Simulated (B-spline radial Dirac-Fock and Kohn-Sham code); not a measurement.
# Eu 6s: cross section and angular parameters

System: the free europium atom in the configuration 1s2 2s2 2p6 3s2 3p6 3d10 4s2 4p6 4d10 4f7 5s2 5p6 6s2; threshold 4.96 eV (orbital energy of the model). These are calculated numbers from a B-spline atomic structure program; the model is Dirac-Hartree-Slater photoionisation with a Latter tail; cross sections with all multipoles, angular parameters from the dipole term and its interference with E2.

For linearly polarised light dσ/dΩ = σ/(4π) [1 + β P₂(cos θ) + (δ + γ cos²θ) sin θ cos φ], with θ from the polarisation vector and φ the angle between the beam and the projection of the electron momentum on the plane normal to the polarisation.

```
hν (eV)   σ (kb)      β       γ
   50.2     25.5  1.705  -0.032
   51.2     25.2  1.713  -0.027
   68.6     20.3  1.798   0.050
     80        ?      ?       ?
    174     7.19  1.907   0.245
    191     6.37  1.912   0.261
    200     5.99  1.915   0.268
    202     5.92  1.915   0.270
    429     2.05  1.945   0.346
    464     1.82  1.947   0.348
    541     1.44  1.951   0.348
    677     1.02  1.955   0.336
    679     1.02  1.955   0.336
    811    0.769  1.959   0.316
    815    0.764  1.959   0.316
   1000    0.551  1.962   0.283
   2080    0.160  1.971   0.079
   2210    0.144  1.972   0.059
   2360    0.128  1.972   0.037
 2984.4   0.0836  1.974  -0.036
   3180   0.0744  1.975  -0.054
   5020   0.0314  1.977  -0.128
   6000   0.0223  1.978  -0.120
   6670   0.0181  1.978  -0.102
 8047.8   0.0125  1.979  -0.039
   8350   0.0116  1.979  -0.022
   9240  0.00944  1.979   0.034
 9251.7  0.00941  1.979   0.035
  12000  0.00550  1.979   0.241
  15000  0.00343  1.978   0.489
```

Q: Give the values at 80 eV.

A: σ = 17.6 kb, β = 1.827, γ = 0.087. For an s subshell δ is negligible.
